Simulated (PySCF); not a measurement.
Ionisation energy of Cl²⁺ by level of theory

Cl²⁺ [Ne] 3s2 3p3 (4S) → Cl³⁺ [Ne] 3s2 3p2 (3P), as a difference of total energies. Calculation: PySCF 2.14, in aug-cc-pCVTZ-DK (8s7p5d3f, 75 functions); scalar relativity by spin-free X2C-1e. Correlated levels: valence: [Ne] frozen; valence and next inner shell: 1s2 frozen; nothing frozen. The calculations carry no spin-orbit coupling.

```
                                method  ionisation energy (eV)
                                   UHF                  38.957
                                   LDA                  39.660
                                   PBE                  39.576
                                  PBE0                  39.659
                                r2SCAN                  39.825
                                 B3LYP                  39.535
                                  PW91                  39.647
                               wB97M-V                  39.294
                                  BLYP                  39.293
                         MP2 (valence)                  39.614
                     SCS-MP2 (valence)                  39.414
    MP2 (valence and next inner shell)                  39.660
SCS-MP2 (valence and next inner shell)                  39.456
                   MP2 (all electrons)                  39.663
               SCS-MP2 (all electrons)                  39.458
```

Question: How much does correlation contribute at MP2 (all electrons)?

Answer: 39.663 − (38.957) = 0.706 eV, measured against UHF.

A first-order spin-orbit estimate (lowest level to lowest level, LS coupling) adds -0.101 eV.

Errors of the correlated levels include the incompleteness of this basis and the frozen core.

For comparison: 39.8 ± 0.11 eV (semi-empirical (NIST evaluation); NIST Atomic Spectra Database, ionization energies).
